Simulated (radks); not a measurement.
The numbers below are computed, except where a source is named.
Problem. Ionisation of the thallium ion Tl3+, [Xe] 4f14 5d10, to Tl4+, [Xe] 4f14 5d9, under several functionals. Dirac Kohn-Sham, spin-unpolarised, spherical densities, point nucleus; open shells are shared between the two j in proportion to 2j + 1; a radial shooting solver on a logarithmic mesh with Libxc functionals. The NIST Atomic Spectra Database gives 51.14 eV (measured). Rank these functionals by the error of their Delta-SCF ionisation energy: SOGGA; Wu-Cohen GGA; HCTH/407; PBE; revPBE; RPBE; XLYP; exchange-only B88; BLYP.

Solution. From best to worst: BLYP 51.614 eV (+0.474); XLYP 51.642 eV (+0.502); SOGGA 51.694 eV (+0.554); RPBE 51.701 eV (+0.561); revPBE 51.703 eV (+0.563); PBE 51.776 eV (+0.636); Wu-Cohen GGA 51.813 eV (+0.673); exchange-only B88 50.462 eV (-0.678); HCTH/407 52.415 eV (+1.275). Spin polarisation and multiplet splitting are left out, so open shells lie too high by an amount that depends on their filling. Sharing an open shell by 2j + 1 raises it above the true ground level by a part of the spin-orbit splitting, which enters the differences from NIST.

Beside tabulated values, note that spin-unpolarised runs miss the spin-polarisation part of the exchange energy of open shells.
